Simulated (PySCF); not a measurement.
## Correlation energy of Xe⁺ (xenon, charge +1)

[Kr] 4d10 5s2 5p5, 2P determinant. All numbers are calculated (PySCF 2.14, a scalar-relativistic core potential, in cc-pVDZ-PP with ECP28MDF). Frozen: 4s2 4p6 4d10; 7 electrons correlated.

MP2 pair energies summed by pair of shells (mhartree):

```
 pair  energy  share (%)
5p-5p  -54.07       69.0
5s-5p  -20.23       25.8
5s-5s   -4.05        5.2
```

Total MP2 correlation energy: -78.35 mhartree.

Same-spin part -20.28 and opposite-spin part -58.07 mhartree; SCS-MP2 scales them by 1/3 and 6/5 to -76.44 mhartree.

```
  level  correlation energy (mhartree)
   CCSD                         -90.58
    (T)                          -0.72
CCSD(T)                         -91.30
```

Diagnostics: T1 = 0.0053, D1 = 0.0171, largest double amplitude 0.049.

Cost of the coupled-cluster step: 0.12 s of wall time on 1 thread of Neoverse-V1 (shared host), for 7 correlated electrons.
